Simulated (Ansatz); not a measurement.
Mulliken charges of BrFH₅NSi₂, SMILES `F[SiH](Br)N[SiH3]` from ωB97M-V/def2-TZVPP in Ansatz (PBE0-D4/def2-TZVP geometry).

```
atom   x (Å)   y (Å)   z (Å)  charge (e)
  F1  -1.305   0.213   2.200      -0.288
 Si2   0.107   0.107   1.472       0.579
 Br3   1.448   1.471   2.574      -0.196
  N4   0.040   0.573  -0.155      -0.336
 Si5  -0.170  -0.445  -1.546       0.234
  H6   0.557  -1.288   1.594      -0.024
  H7   0.093   1.568  -0.330       0.103
  H8  -1.437  -0.137  -2.258      -0.026
  H9   0.954  -0.273  -2.503      -0.026
 H10  -0.203  -1.841  -1.046      -0.019
```

Task: By hand: the dipole of these point charges (1 e Å = 4.8032 D).

Result: Σ q r = (0.113, -0.346, -0.524) e Å, of length 0.638 e Å = 3.06 D.

Task: How does the dipole of the full density compare? (Best estimate.)

Result: Computed: (0.061, 0.006, -0.387) e Å, 1.88 D; the point charges give 1.63 times that, at 34° from its direction.

Point charges leave out the atoms' own dipoles, such as those of lone pairs, and Mulliken's split depends on the basis, so the two needn't agree.
